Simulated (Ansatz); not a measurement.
Cost and result up the ladder for Mo₅ (5 atoms). Charge 0, multiplicity 1. Geometry: r2SCAN-D4/def2-SVP.

```tsv
atom	x (Å)	y (Å)	z (Å)
Mo1	-0.644	0.420	1.418
Mo2	-0.407	-1.582	0.283
Mo3	0.407	1.581	-0.283
Mo4	-0.912	-0.004	-1.331
Mo5	1.556	-0.416	-0.087
```

Ansatz on 4 threads of Arm Neoverse V1 on a shared host. Times are rough, and most runs start from the orbitals of an earlier one. No level here is sound enough to serve as a yardstick. Binding counts from free atoms at the same level (Mo septet; other spins of the atoms weren't run), without zero-point energy or a counterpoise term.

In the def2 sets Mo takes a core potential; there is no spin–orbit coupling. No other spin state of charge 0 was run. Another isomer (quintet) lies 0.06 eV lower at PBE0-D4/def2-TZVP; other spin states weren't run for this one.

Run but left out: CCSD(T)/def2-SVP (restricted singlet, unstable towards broken spin symmetry).

```
                         level  functions  wall time  binding energy per atom (eV)                        remarks
PBE-D4/def2-TZVP (with forces)        200      5.5 s                          3.01  restricted SCF unstable in HF
             PBE0-D4/def2-TZVP        200        9 s                          1.78  restricted SCF unstable in HF
        CAM-B3LYP-D4/def2-TZVP        200        9 s                          1.69  restricted SCF unstable in HF
           r2SCAN-D4/def2-TZVP        200       10 s                          1.96  restricted SCF unstable in HF
          r2SCANh-D4/def2-TZVP        200       11 s                          1.59  restricted SCF unstable in HF
```
